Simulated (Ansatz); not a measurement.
Reaction (formal hydrolysis of a Ge–B bond): `[BH2][GeH2][SiH3]` + H₂O → `[OH][GeH2][SiH3]` + BH₃

Program: Ansatz. Geometries: PBE0-D4/def2-TZVP. ΔE: electronic, gas phase. CCSD(T)/CBS is the MP2 limit (def2-TZVPP, def2-QZVPP) plus CCSD(T) − MP2 in def2-TZVPP, frozen cores. This one scheme is used for every species. DFT in def2-TZVPP. B3LYP here is the variant with VWN-RPA as its local correlation; programs differ in this. For Ge outer-core shells are correlated without core-valence functions, which leaves a few kJ/mol of doubt a bond. Scalar relativity is left out up to krypton. One conformer a species, not always the lowest.

Task: Is it downhill or uphill in electronic energy at CCSD(T)/CBS, and by how much? (An estimate is asked.)

Result: Computed: Downhill: ΔE = -0.08 eV.

Task: What do these levels give: PBE0-D4, B3LYP-D4, BLYP, PBE0, CCSD(T)/def2-TZVPP, HF/def2-QZVPP? (Best estimate.)

Result: The calculation gave: PBE0-D4 -0.03, B3LYP-D4 -0.17, BLYP -0.20, PBE0 -0.05, CCSD(T)/def2-TZVPP -0.14, HF/def2-QZVPP -0.42 eV.

Largest T1 diagnostic among the species: 0.013.

At CCSD(T), def2-SVP lies −0.12 eV from the extrapolated value and def2-TZVPP −0.06 eV. In def2-TZVPP, CCSD(T) changes the Hartree–Fock value by +0.27 eV (the triples alone add +0.02 eV) and MP2 by +0.24 eV. From BLYP to BHLYP (50 % exact exchange), in def2-TZVPP and without D4, ΔE moves by −0.06 eV.
